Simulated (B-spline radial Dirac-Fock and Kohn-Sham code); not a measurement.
## Satellites and hypersatellites of the K lines of Pr⁴⁺

System: Pr⁴⁺, configuration [Xe] 4f1, inside a Watson sphere of charge -4 and radius 1.8 Å (a model of the Madelung potential; inside it an electron's potential energy is raised by 32.0 eV).

Method: Dirac-Fock (average of configuration) total-energy differences with a finite nucleus, the Breit interaction including its frequency dependence, and self-energy and vacuum-polarisation corrections. Computed with a B-spline atomic structure program. Each two-hole energy is an average over J within one jj subconfiguration, not an observable level; in light atoms, where LS coupling holds, the j-resolved values are not observed lines, and for a K spectator the Kα1 hypersatellite is nearly forbidden. Correlation energy is missing from these numbers.

Lines without a spectator: Kα2 (K-L2) 35545.8 eV, Kα1 (K-L3) 36022.0 eV, Kβ3 (K-M2) 40644.4 eV, Kβ1 (K-M3) 40740.5 eV. Shifts in eV with one spectator hole (a dash: not computed, or left out as unreliable):

```
spectator hole     Kα2     Kα1     Kβ3     Kβ1
        K (1s)  +712.7  +745.3  +914.8  +922.1
    L2 (2p1/2)   +82.9  +106.9       –  +218.7
    L3 (2p3/2)   +74.3   +76.7  +183.5       –
    M2 (3p1/2)       –  +13.99   +30.2   +36.3
    M3 (3p3/2)   +9.21       –  +29.00  +28.70
    M4 (3d3/2)   +2.20   -1.00       –       –
    M5 (3d5/2)   -1.85   +0.78       –       –
```

With n spectator holes in 2p, averaged over the 2p shell (energies in eV):

```csv
n,KαLⁿ,step,hypersatellite KαʰLⁿ
0,35863.2,–,36597.6
1,35947.8,+84.6,36683.9
2,36033.7,+85.9,36771.4
3,36121.1,+87.3,36860.5
4,36209.8,+88.7,36950.9
5,36300.0,+90.2,37042.7
```
